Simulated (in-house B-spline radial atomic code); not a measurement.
Inner levels of neon as electrons are removed. A shift is the extra binding of the orbital against the neutral atom ([He] 2s2 2p6). Computed with a B-spline radial code for spherical atoms: non-relativistic Hartree-Fock, average of the configuration, point nuclei.

```csv
ion,configuration,shift of 1s (eV),radius of 1s (bohr),Σ<r²> (bohr²),change of density at nucleus (bohr⁻³)
Ne,[He] 2s2 2p6,0,0.15763,9.3718,-
Ne+,[He] 2s2 2p5,22.853,0.15757,6.7576,2.2875
Ne2+,[He] 2s2 2p4,50.949,0.15745,4.9737,5.3053
Ne3+,[He] 2s2 2p3,84.001,0.15726,3.6647,9.0098
Ne4+,[He] 2s2 2p2,121.84,0.15699,2.6641,13.392
Ne5+,[He] 2s2 2p1,164.32,0.15663,1.8787,18.456
Ne6+,[He] 2s2,211.36,0.15617,1.2505,24.217
Ne7+,[He] 2s1,255.94,0.15613,0.61729,1.7082
Ne8+,1s2,303.25,0.15586,0.065104,-24.757
Ne9+,1s1,468.79,0.15,0.03,-301.61
```
